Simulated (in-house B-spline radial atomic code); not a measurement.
Configurations of Kr⁴⁺, with energies counted from [Ar] 3d10 4s2 4p2. All numbers are computed (non-relativistic OLYP, spin-polarised, spherical fractional occupations; point nucleus) with an all-electron radial atomic-structure program (B-spline basis), not measured. Shells without spins written out take the highest spin.

Occupations are held fixed; configurations that lie above the ionisation limit could autoionise.

| configuration | E - E(ref) (eV) | highest orbital | its <r> (bohr) |
| --- | --- | --- | --- |
| [Ar] 3d10 4s2 4p1 5s1 | 29.518 | 5s up | 3.03 |
| [Ar] 3d10 4s2 4p(1 up, 0 down) 5p(1 up, 0 down) | 34.41 | 5p up | 3.367 |
| [Ar] 3d10 4s(0 up, 1 down) 4p(2 up, 0 down) 5d(1 up, 0 down) | 57.736 | 5d up | 4.149 |
| [Ne] 3s2 3p5 3d10 4s2 4p2 4d1 | 222.17 | 4d up | 1.916 |
| [Ne] 3s2 3p(2 up, 3 down) 3d10 4s2 4p(1 up, 1 down) 5p(1 up, 0 down) | 237.34 | 5p up | 3.296 |
| [Ne] 3s2 3p5 3d10 4s2 4p2 5d1 | 242.87 | 5d up | 4.043 |

(1) Order these further configurations by energy, lowest first.
A. [Ar] 3d9 4s2 4p2 4d1
B. [Ne] 3s2 3p5 3d10 4s2 4p2 5p1
C. [Ar] 3d10 4s1 4p2 4d1
D. [Ar] 3d10 4s2 4p1 4d1
E. [Ar] 3d9 4s2 4p2 5d1

(2) How far above the reference does [Ar] 3d10 4s(1 up, 0 down) 4p(0 up, 2 down) 5p(0 up, 1 down) lie?

(3) How far above the reference does [Ne] 3s2 3p5 3d10 4s2 4p2 5f1 lie?

## Answers

(1) D (23.091 eV), C (34.259 eV), A (112.25 eV), E (132.97 eV), B (235.3 eV).

(2) 50.27 eV; its least bound orbital is 5p down with <r> = 3.351 bohr.

(3) 249.93 eV; its least bound orbital is 5f up with <r> = 5.335 bohr.
